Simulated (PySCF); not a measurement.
Phenyl isocyanate, C₇H₅NO.
Atom-mapped SMILES: `[O:1]=[C:2]=[N:3][c:4]1[cH:5][cH:6][cH:7][cH:8][cH:9]1` (hydrogens: H10 on C5; H11 on C6; H12 on C7; H13 on C8; H14 on C9)

Geometry (PBE0-D3(BJ)/def2-SVP, Å), atoms numbered from 1 in this order:
```
atom  x, y, z in Å
O1     4.2959    0.3069    0.2637
C2     3.1802   -0.0405    0.2459
N3     2.0728   -0.5041    0.2499
C4     0.7218   -0.2476    0.1008
C5    -0.1847   -1.3076    0.2166
C6    -1.5484   -1.0730    0.0692
C7    -2.0204    0.2124   -0.1934
C8    -1.1158    1.2679   -0.3080
C9     0.2496    1.0460   -0.1628
H10    0.1987   -2.3084    0.4221
H11   -2.2494   -1.9058    0.1608
H12   -3.0913    0.3923   -0.3086
H13   -1.4757    2.2789   -0.5134
H14    0.9603    1.8707   -0.2523
```

All values: PBE0/def2-SVPD (PySCF, non-relativistic), on one gas-phase PBE0-D3(BJ)/def2-SVP geometry that isn't relaxed in the solvent. The solvent is an IEF-PCM continuum (van der Waals radii × 1.2), and excitations are vertical TDDFT with non-equilibrium linear response and a frozen core. Only the electrostatic response of the medium enters.

```
run  E − E(gas) (kcal/mol)  HOMO (eV)  HOMO–LUMO gap (eV)  dipole (D)  lowest singlet (eV)  static polarisability (au)
gas                   0.00      -7.03                6.11        2.59                 5.12                        92.9
  P                  -2.90      -6.96                6.13        3.08                 5.14                       117.5
  Q                  -4.11      -6.96                6.14        3.23                 5.15                       129.3
```

Task: The runs were made in chloroform and dimethylsulfoxide. Which run belongs to which solvent?

Result: P = chloroform, Q = dimethylsulfoxide. The dielectric constants are 4.711 (chloroform), 46.83 (dimethylsulfoxide), and the energy falls further as ε rises. The optical constants n² used for the excitations are 2.09, 2.19 in the same order. In this model the ground state sees the solvent through ε alone.

Task: How constant is the ratio of the lowering to (ε − 1)/(2ε + 1)?

Result: 
```csv
solvent,(ε − 1)/(2ε + 1),E − E(gas) (kcal/mol),ratio (kcal/mol),polarisation term (kcal/mol)
chloroform,0.356,-2.90,-8.1,-3.18
dimethylsulfoxide,0.484,-4.11,-8.5,-4.68
```

The ratio changes by +4.3 % in size from chloroform to dimethylsulfoxide. The polarisation term is half the interaction of the solute with the induced surface charges.
